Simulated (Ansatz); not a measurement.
`O[AsH2]` + H₂ → `[AsH3]` + H₂O at 600 K and 1 bar (hydrogenolysis of the As–O bond).

Program: Ansatz. Geometries: PBE0-D4/def2-TZVP. ΔE: electronic, gas phase. CBS: MP2 limit from def2 TZ/QZ plus the TZ coupled-cluster correction, frozen cores. This one scheme is used for every species. For As outer-core shells are correlated without core-valence functions, which leaves a few kJ/mol of doubt a bond. Scalar relativity is left out up to krypton.

```csv
species,CCSD(T)/CBS energy (Eh),H − E (kJ/mol),S (J/(mol·K))
`O[AsH2]`,-2311.97217,108.4,309.7
H₂,-1.17544,43.9,150.8
`[AsH3]`,-2236.79077,81.6,254.3
H₂O,-76.37941,76.8,212.8
```

H − E and S are ideal-gas, rigid-rotor, harmonic terms from PBE0-D4/def2-TZVP. The MP2-based limit puts H₂ 0.8 mEh under its directly extrapolated value; such offsets cancel only in part. 1 Eh = 2625.50 kJ/mol, R = 8.31446 J/(mol·K).

**Question.** By hand: ΔE, ΔH, ΔS and ΔG.

**Answer.** ΔE = (-2236.79077) + (-76.37941) − (-2311.97217) − (-1.17544) = -0.02257 Eh = -59.3 kJ/mol. Δ(H − E) = 81.6 + 76.8 − 108.4 − 43.9 = 6.1, so ΔH = -53.2 kJ/mol. ΔS = 254.3 + 212.8 − 309.7 − 150.8 = 6.6 J/(mol·K). ΔG = -53.2 − 600 × (6.6)/1000 = -57.2 kJ/mol.

**Question.** By hand: the equilibrium constant, and the temperature at which ΔG would vanish if ΔH and ΔS stayed fixed.

**Answer.** log₁₀ K = −ΔG/(RT ln 10) = 5.0. ΔH and −TΔS have one sign here, so there is no such temperature.

The number of gas molecules stays the same, so ΔS is small and ΔH decides. A doubt of 5 kJ/mol in ΔE shifts log₁₀ K by 0.4 here. These are equilibria of isolated gas molecules and say nothing of rates. Largest T1 diagnostic: 0.012 (customary marks: 0.02 for closed shells, 0.045 for open ones).
